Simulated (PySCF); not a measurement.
**Two-component Hartree-Fock for Os (osmium, neutral)**

Start: [Xe] 4f14 5d5 6s2 6p1; 5d5/2 filled at m_j = -3/2, -1/2, +1/2, +3/2, +5/2; 6p3/2 filled at m_j = +3/2. Calculated with PySCF 2.14 in x2c-SVPall-2c with one added diffuse shell each of s, d type (8s9p10d2f, 99 functions): generalised Hartree-Fock with the X2C-1e Hamiltonian and a Gaussian nucleus; one run each with spin-orbit coupling (SO) switched off, then screened by Boettger's factors. This is a chosen level, not necessarily the ground level.

```
spinor shell  electrons  ε, spin-free (eV)  ε, screened SO (eV)  weight of nominal j (screened SO)  rms radius, screened SO (bohr)
       1s1/2          2           -74279.3             -74254.6                              1.000                          0.0201
       2s1/2          2           -13086.4             -13078.6                              1.000                          0.0809
       2p1/2          2           -11402.9             -12500.3                              1.000                          0.0687
       2p3/2          4           -11402.9             -10963.1                              1.000                          0.0764
       3s1/2          2            -3113.9              -3111.2                              1.000                           0.207
       3p1/2          2            -2611.2              -2853.1                              1.000                           0.198
       3p3/2          4            -2611.2              -2512.2                              1.000                           0.214
       3d3/2          4            -2042.0              -2083.8                              1.000                           0.189
       3d5/2          6            -2042.0              -2011.3                              1.000                           0.192
       4s1/2          2            -694.96              -694.03                              1.000                           0.459
       4p1/2          2            -527.12              -584.33                              1.000                           0.466
       4p3/2          4            -527.12              -503.38                              1.000                           0.499
       4d3/2          4            -314.35              -322.89                              0.999                           0.520
       4d5/2          6            -314.35              -307.61                              0.999                           0.531
       5s1/2          2            -112.27              -112.02                              1.000                            1.08
       5p1/2          2            -66.029              -76.253                              0.914                            1.23
       4f5/2          6            -75.641              -76.816                              0.980                           0.610
       4f7/2          8            -75.641              -73.885                              0.986                           0.610
       5p3/2          4            -66.029              -61.408                              0.958                            1.27
       5d5/2          5            -16.946              -16.826                              0.503                            1.83
       6s1/2          2             -9.874               -9.853                              0.922                            3.13
       6p3/2          1             -4.850               -4.630                              1.000                            3.90
```

```csv
quantity,spin-free,screened SO
E (hartree),-17240.10174,-17262.56809
M_J,4,4
⟨J²⟩,20.813,21.095
⟨L²⟩,2.801,3.341
⟨S²⟩,12.013,11.694
```

The determinant has a definite M_J but mixes levels of different J.

Each row is a mean over spinors that exchange with the open shell spreads, by up to 9.087 eV (5p3/2).

Rows whose weight is well below 1 are mixtures of j = l ± 1/2: exchange outweighs spin-orbit coupling there, and the label is only the starting occupation.

Breit and QED terms are absent; they matter most for the inner s and p1/2 levels.

Densities and radii are taken from the X2C orbitals without a picture-change correction, which distorts them close to the nucleus.

Without spin-orbit coupling the j labels of p, d and f shells carry no meaning; the spin-free column gives the mean over the occupied spinors of each nl shell, and its ⟨J²⟩ belongs to a mixture of degenerate components.
